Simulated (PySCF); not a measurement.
Hf(O)2 anion (HfO₂), SMILES [O]=[Hf]=[O] (connectivity only; charge and spin as stated), charge -1, multiplicity 2.

Geometry optimised at B3LYP-D3(BJ)/def2-TZVPD. The spin state was assumed, not searched. The isomer is the one that the SMILES or the coordinates give; other isomers of the formula were not compared. The def2 effective core potentials stand for the cores of Hf; spin–orbit coupling is left out.

Two levels are set side by side: PBE/def2-TZVPD (PySCF) and PBE0/def2-TZVPD (PySCF). Same geometry, gas phase. Differences are taken from unrounded values.

| quantity | PBE0 | PBE | PBE minus PBE0 |
|---|---|---|---|
| α-spin orbital gap (eV) | 2.98 | 1.70 | -1.28 |
| β-spin orbital gap (eV) | 3.47 | 1.40 | -2.06 |
| mean polarisability (bohr³) | 125.0 | 130.1 | 5.1 |

Loosely held outer electrons make PBE densities more polarisable. Differences between two approximate levels are no errors against the true value.

Rough cost on one machine, each run with all the roots and properties that it gave: PBE0 against PBE within a factor of 2.
